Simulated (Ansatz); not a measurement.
Geometry optimisation, Ansatz, RKS PBE0/6-31G*.

Input file:

```yaml
crystal:
  periodic: [false, false, false]
  atoms:
    - { symbol: B, position_ang: [0.0, 0.0, 0.0] }
    - { symbol: O, position_ang: [0.0, 0.0, 1.76] }
    - { symbol: H, position_ang: [-0.9095, -0.2814, 2.0971] }
    - { symbol: F, position_ang: [1.1431, 0.0, -0.66] }
    - { symbol: H, position_ang: [-1.0305, 0.0, -0.595] }
    - { symbol: P, position_ang: [0.0991, 2.0949, 0.6969] }
    - { symbol: H, position_ang: [0.6595, 2.1347, 2.001] }
    - { symbol: H, position_ang: [0.9104, 2.8515, -0.1895] }
    - { symbol: H, position_ang: [0.0529, 1.1187, 1.6935] }
basis:
  gaussian: { orbitals: "6-31G*" }
hamiltonian:
  xc: pbe0
relax:
  f_tol: 0.15
  max_steps: 25
  restrain:
    - { distance: [0, 5], at: 3.11, k: 30.0 }
    - { distance: [8, 1], at: 2.21, k: 30.0 }
    - { distance: [0, 1], at: 1.41, k: 30.0 }
    - { distance: [8, 5], at: 1.42, k: 30.0 }
output:
  orbitals: {}
```

Launched with:

```bash
$ ansatz run input.yaml --threads 1 --pin off --max-ram 2048MiB --backend cpu --events-out ev --progress --plain --runs-dir out
```

Q: Where does it end, and by what steps?

A: It converged. The restraints hold the end off the free minimum. After 16 steps the energy has fallen by 5.570 eV (the restraints' own energy left out); H7 moved furthest, 1.31 Å.

```tsv
step	energy less start (eV)	largest force component (eV/Å)	accepted
0	0.0000	5.954	yes
1	-0.4116	3.727	yes
2	-1.2475	3.617	yes
3	-2.4025	2.576	yes
4	-3.7193	2.111	yes
5	-4.5555	1.843	yes
6	-5.1439	1.329	yes
7	-5.3976	1.352	yes
8	-5.4953	0.975	yes
9	-5.5426	0.863	yes
10	-5.5489	1.100	yes
11	-5.5552	1.074	yes
12	-5.5642	0.928	no
13	-5.5653	1.003	yes
14	-5.5688	0.937	yes
15	-5.5672	1.010	no
16	-5.5695	1.010	yes
```

```xyz
9
Properties=species:S:1:pos:R:3
B -0.087 -0.310 0.047
O -0.092 -0.728 1.359
H -0.986 -0.696 1.723
F 1.074 -0.324 -0.584
H -1.070 0.051 -0.532
P -0.010 2.641 1.056
H 0.824 3.431 1.892
H 1.016 2.423 0.098
H 0.257 1.430 1.744
```

Time of the run: 29 s on 1 thread of Intel(R) Xeon(R) 6975P-C (Granite Rapids) (shared host), peak memory 0.18 GiB.
